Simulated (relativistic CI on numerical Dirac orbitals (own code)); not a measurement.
# Magnetism of Pd⁴⁺, 4d6, in a crystal field

Calculated by Dirac-Coulomb-Breit CI, orbitals from a KLI potential per configuration, a model potential for QED, valence Slater integrals scaled by 0.7, one configuration in a parametric crystal field (own radial code).

Field parameters in Wybourne normalisation: Td as Oh with Dq negative (B⁴₀ = 21Dq, B⁴₄ = √(5/14) B⁴₀). The field is a parameter set, without covalency.

S is read from ⟨S²⟩ = S(S + 1).

Powder χT (cm³ K mol⁻¹) by Van Vleck's formula, with temperature-independent terms:

```csv
Field,2 K,5 K,10 K,20 K,50 K,100 K,200 K,300 K
"Td, 10Dq = -3200 cm⁻¹",0.0978,0.244,0.489,0.978,2.36,3.65,4.32,4.51
"Td, 10Dq = -5800 cm⁻¹",0.0795,0.199,0.398,0.795,1.94,3.11,3.74,3.9
"Td, 10Dq = -8400 cm⁻¹",0.0716,0.179,0.358,0.716,1.76,2.84,3.41,3.56
"Td, 10Dq = -10950 cm⁻¹",0.0644,0.161,0.322,0.644,1.59,2.63,3.17,3.31
"Td, 10Dq = -13550 cm⁻¹",0.0568,0.142,0.284,0.569,1.42,2.35,2.86,3.02
"Td, 10Dq = -16100 cm⁻¹",0.0203,0.0508,0.102,0.203,0.534,1.15,1.98,2.34
"Td, 10Dq = -18700 cm⁻¹",0.00832,0.0208,0.0416,0.0832,0.208,0.414,0.793,1.09
```

Problem. For Td, 10Dq = -18700 cm⁻¹: what effective moment follows at 300 K?

Solution. μ_eff = √(8χT) = 2.96 μB. The ground level has S = 1.36; the spin-only moment for S = 1 is 2.83 μB. The difference comes from the orbital moment, spin-orbit mixing of terms and temperature-independent paramagnetism, all larger in this ionic model than in covalent complexes.
